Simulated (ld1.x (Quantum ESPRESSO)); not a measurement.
Which change was made? (Pb, TM)

* Element: Pb (Z = 82)
* Generator: ld1.x (Quantum ESPRESSO) 7.5
* Type: norm-conserving Troullier–Martins (Kleinman–Bylander form)
* Functional: Wu–Cohen
* Relativity: scalar-relativistic
* Frozen core: [Xe] 4f14 5d10
* Valence charge: 4
* Reference configuration: 6s2 6p2
* Partial waves: 6p (bound): rc 2.40 bohr; 6d channel at 0.4 Ry: rc 2.15 bohr; 6s (bound): rc 1.90 bohr
* Local potential: the s channel
* Core correction: Bessel-smoothed model core inside 1.05 bohr

Cutoffs, loose and tight: the cutoffs (Ry, on a coarse ladder) from which the occupation-weighted sum of valence levels, in a spherical-Bessel basis at the reference potential, stays within 10 and 1 mRy of its value at 400 Ry. They do not see the model core or the augmentation charge, which bear on the density cutoff. Test errors are all-electron minus pseudo excitation energies from the reference, over the configurations 6s2 6p1; 6s2 6p0; 6s1 6p0; 6s1 6p2; 6s2 6p1.5; 6s2 6p2.3; 6s0 6p4; variants that change the core or the reference have their own tests.

The base gives: outcome: generated; cutoff, loose: 21 Ry; cutoff, tight: 40 Ry; bound ghosts: d; largest test error (meV): -648.

(1) After one change the result is: outcome: generated; cutoff, loose: 25 Ry; cutoff, tight: 45 Ry; bound ghosts: d; largest test error (meV): -659. Which change was it?
A. wave 6p (bound): rc 2.40 bohr becomes 6p (bound): rc 2.06 bohr
B. wave 6p (bound): rc 2.40 bohr becomes 6p (bound): rc 1.52 bohr
C. wave 6p (bound): rc 2.40 bohr becomes 6p (bound): rc 1.80 bohr

Answers

(1) A. The others give: wave 6p (bound): rc 2.40 bohr becomes 6p (bound): rc 1.80 bohr → outcome: generated; cutoff, loose: 35 Ry; cutoff, tight: 80 Ry; bound ghosts: p, d; largest test error (meV): -677 | wave 6p (bound): rc 2.40 bohr becomes 6p (bound): rc 1.52 bohr → outcome: generated; cutoff, loose: 160 Ry; cutoff, tight: 230 Ry; bound ghosts: p, d; largest test error (meV): -734.
